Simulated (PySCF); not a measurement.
CH5GaN, multiplicity 2. Atoms are numbered in the order given.

```xyz
8

Ga     0.1340     0.1926     0.3126
C     -0.5531     1.0439    -1.3566
H     -1.4182     1.6832    -1.1259
H     -0.8560     0.2641    -2.0732
H      0.2276     1.6726    -1.8099
N      0.1347    -1.6343     0.3804
H     -0.1899    -2.2325    -0.3734
H      0.4572    -2.1802     1.1703
```
Charge 0, spin multiplicity 2.

Geometry: PBE0-D3(BJ)/def2-SVP. The spin state was assumed, not searched. The isomer is the one that the SMILES or the coordinates give; other isomers of the formula were not compared. One conformer was computed; it need not be the lowest.

These are PBE0-D3(BJ)/def2-SVP (PySCF) values and carry that method's errors.

Frequencies are harmonic and unscaled.

```tsv
mode	ν (cm⁻¹)	IR (km/mol)	moving atoms (share of kinetic energy)
1	44	0.1	H 92 %
2	159	1.1	H 31 %, N 28 %, C 23 %, Ga 18 %
3	244	166.0	H 82 %, N 17 %
4	376	29.5	H 97 %
5	523	13.0	C 66 %, H 17 %, Ga 14 %
6	619	3.2	H 85 %, N 11 %
7	681	2.9	H 84 %, C 15 %
8	688	69.0	N 65 %, Ga 19 %, H 15 %
9	740	74.5	H 76 %, C 13 %
10	1173	2.5	H 82 %, C 18 %
11	1413	8.5	H 95 %
12	1425	3.8	H 95 %
13	1508	20.4	H 90 %, N 10 %
14	3053	7.2	H 97 %
15	3171	3.5	H 90 %, C 10 %
16	3177	2.1	H 91 %, C 9 %
17	3592	11.0	H 96 %
18	3712	29.2	H 91 %, N 9 %
```
